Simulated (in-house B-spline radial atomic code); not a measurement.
Orbital energies and mean radii along the 59-electron series, configuration 1s2 2s2 2p6 3s2 3p6 3d10 4s2 4p6 4d10 4f5/2(5) 5s2 5p6. The effective charge is n√(-2ε), a non-relativistic measure. Computed with a B-spline radial code for spherical atoms: Dirac-Hartree-Fock, jj configuration that fills j = l - 1/2 first, finite nuclei.

```tsv
ion	Z	energy of 4p3/2 (Eh)	mean radius of 4p3/2 (bohr)	energy of 4d5/2 (Eh)	mean radius of 4d5/2 (bohr)	energy of 5s1/2 (Eh)	mean radius of 5s1/2 (bohr)	energy of 5p3/2 (Eh)	mean radius of 5p3/2 (bohr)	effective charge of 4p3/2
Pm2+	61	-9.9974	0.63617	-5.4667	0.69472	-2.3757	1.4685	-1.4602	1.7303	17.886
Sm3+	62	-11.107	0.62006	-6.3931	0.67362	-3.0004	1.4003	-2.0017	1.6251	18.853
Eu4+	63	-12.327	0.6044	-7.4251	0.65313	-3.6921	1.3363	-2.6034	1.5325	19.861
```
